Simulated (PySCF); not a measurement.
**Shifts of the heteroatoms**

Bonds (- single, = double, # triple, : aromatic): C1-C2, C2=C3, C3-C4, C4-C5, C5-Si6, Si6-O7, O7-Si8, Si8-C9, C9-C2, C9-C5. C1 carries H10, H11, H12; C3 carries H13; C4 carries H14, H15; C5 carries H16; Si6 carries H17, H18; Si8 carries H19, H20; C9 carries H21. Stereochemistry as in CC1=CC[C@@H]2[SiH2]O[SiH2][C@H]12. H17, H19 are cis to C2 on the ring; H14 is cis to Si6 on the ring; H18, H20 are trans to C2 on the ring; H15 is trans to Si6 on the ring.

- GFN2-xTB geometry
- σ from GIAO-PBE0/pcSseg-1
- code: PySCF 2.14.0 with density-fitted response routines
- relativity neglected, a single conformation, no solvent model, rapidly exchanging positions averaged

(1) Predict the ²⁹Si NMR data.

(2) What are the ¹⁷O shifts?

Results:

(1) 
| atoms | environment | σ (ppm) | δ (ppm) |
| --- | --- | --- | --- |
| Si6 | silicon bonded to C, O, 2 H, in a 5-membered ring | 341.6 | -0.8 |
| Si8 | silicon bonded to C, O, 2 H, in a 5-membered ring | 346.5 | -4.9 |

Shieldings were converted by a linear fit to measured shifts: ²⁹Si (scatter 8.9 ppm rms, 25.8 ppm with the 6 outliers that the fit left out vs TMS, solution or neat liquid). Occasional misses reach two or three times the rms, and more in compound classes unlike the fitted ones.

On a 600 MHz spectrometer ²⁹Si resonates near 119.2 MHz, so 1 ppm is 119.2 Hz.

(2) 
```json
{"atoms": "O7", "environment": "oxygen bonded to 2 Si, in a 5-membered ring", "σ (ppm)": "296.1", "δ (ppm)": "-3.1"}
```

Shieldings were converted by a linear fit to measured shifts: ¹⁷O (scatter 10.7 ppm rms, 12.2 ppm with the 3 outliers that the fit left out vs liquid water, solution or neat liquid). A few per cent of atoms miss by over 2 rms, more outside the fitted compound classes.

On a 300 MHz spectrometer ¹⁷O resonates near 40.7 MHz, so 1 ppm is 40.7 Hz.
